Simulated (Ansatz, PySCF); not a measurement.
Complex: CHN (SMILES C#N) (first 3 atoms) with HI (SMILES I); geometry from B3LYP-D3(BJ)/def2-TZVP.
(charge 0, multiplicity 1):
```json
[
 {"atom": "C", "x (Å)": "-0.7573", "y (Å)": "-0.5720", "z (Å)": "-0.3179"},
 {"atom": "N", "x (Å)": "-0.2026", "y (Å)": "-0.3001", "z (Å)": "0.6459"},
 {"atom": "H", "x (Å)": "-1.2741", "y (Å)": "-0.8261", "z (Å)": "-1.2163"},
 {"atom": "I", "x (Å)": "1.7386", "y (Å)": "0.5988", "z (Å)": "3.8701"},
 {"atom": "H", "x (Å)": "0.9181", "y (Å)": "0.2239", "z (Å)": "2.5230"}
]
```

Monomers are frozen at their geometry in the pair; levels with a basis set take the counterpoise correction.

Codes used: Ansatz (Gaussian orbitals); PySCF for the dispersion terms. Values without a source in brackets are computed. In def2 rows elements past Kr take small-core potentials, without spin–orbit coupling.

### Question
Predict the interaction energy from revPBE-D4/def2-TZVPPD.

### Answer
-118 meV

### Question
What is the computed interaction energy (CAM-B3LYP-D4/def2-TZVPPD)?

### Answer
-128 meV

### Question
What interaction energy does HF/def2-TZVPPD give?

### Answer
-43 meV

Ansatz is a first-principles code.
